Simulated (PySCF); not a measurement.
Predicted microwave data (PBE0-D3(BJ)/def2-SVP geometry optimisation, gas phase (PySCF)) for one isomer of C9H10Si:

```
Rotational constants : A = 3165, B = 646.7, C = 619.6 MHz
Dipole components    : |μa| = 0.91 D, |μb| = 0.08 D, |μc| = 0.00 D
Inertial defect      : -125.50 u·Å²
κ                    : -0.98
```

Question: Which structure is it? (One computed conformer of each.)
A. `[SiH3]C1=CC2(C=CC=C2)C=C1`
B. `C#Cc1cccc(C)c1[SiH3]`

Answer: A. It is [SiH3]C1=CC2(C=CC=C2)C=C1, a near-prolate asymmetric top. The candidates at the same level (rigid rotor, commonest isotopes):

```json
{"SMILES": "C#Cc1cccc(C)c1[SiH3]", "A (MHz)": "1449", "B (MHz)": "1149", "C (MHz)": "648.2", "μa (D)": "0.93", "μb (D)": "0.56", "μc (D)": "0.00", "Δ (u·Å²)": "-9.02", "point group": "near Cs", "rotor": "asymmetric top"}
{"SMILES": "[SiH3]C1=CC2(C=CC=C2)C=C1", "A (MHz)": "3165", "B (MHz)": "646.7", "C (MHz)": "619.6", "μa (D)": "0.91", "μb (D)": "0.08", "μc (D)": "0.00", "Δ (u·Å²)": "-125.50", "point group": "near Cs", "rotor": "near-prolate asymmetric top"}
```

`C#Cc1cccc(C)c1[SiH3]` has B 78 % too high. No structure here is proved a minimum.
